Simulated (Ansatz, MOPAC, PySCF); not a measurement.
Pair of molecules: CH4OSe (SMILES CO[SeH]) (first 7 atoms) with CH4 (SMILES C); geometry from B3LYP-D3(BJ)/def2-TZVP, rigid monomers moved along the line of their centres of mass till O2···H12 is 2.45 Å.
(charge 0, multiplicity 1):
```tsv
atom	x (Å)	y (Å)	z (Å)
C	1.8353	0.8063	0.8019
O	0.4378	0.7690	0.5231
Se	-0.2413	-0.8850	0.2262
H	2.0930	0.1789	1.6584
H	2.0649	1.8478	1.0322
H	2.4225	0.4897	-0.0653
H	0.1688	-0.9781	-1.1963
C	-0.0310	-0.0288	3.6821
H	0.2238	-1.0087	3.2792
H	-0.8958	-0.1219	4.3377
H	0.8139	0.3586	4.2506
H	-0.2630	0.6514	2.8643
```

Interaction energies are E(AB) − E(A) − E(B) at the monomers' geometry in the complex; basis-set methods are counterpoise corrected. Rows marked so take none.

Cores are frozen in the correlated methods. Filled d and f shells under p-block atoms count as core. Rows in 6-31G* carry no dispersion term and start afresh at each structure (6-31G* with six Cartesian d functions); the Pople sets are all-electron and without relativity. The state reached by AM1, PM7 isn't checked; PM7 holds dispersion and hydrogen-bond terms.

Run with Ansatz (Gaussian basis) for Hartree–Fock, density functionals and correlated methods; MOPAC for AM1, PM7 (differences of heats of formation); PySCF for 6-31G* rows. Values without a source in brackets are computed.

Question: One of these levels gives -9.6 kJ/mol for the interaction energy. Name it.
A) AM1
B) M06-2X/6-31G* (no counterpoise)
C) SCS-MP2/aug-cc-pVDZ
D) PM7

Answer: B, M06-2X/6-31G* (no counterpoise). The others give -0.6 (AM1), -3.2 (PM7), 0.9 (SCS-MP2/aug-cc-pVDZ)

Ansatz is a quantum-chemistry and plane-wave program.
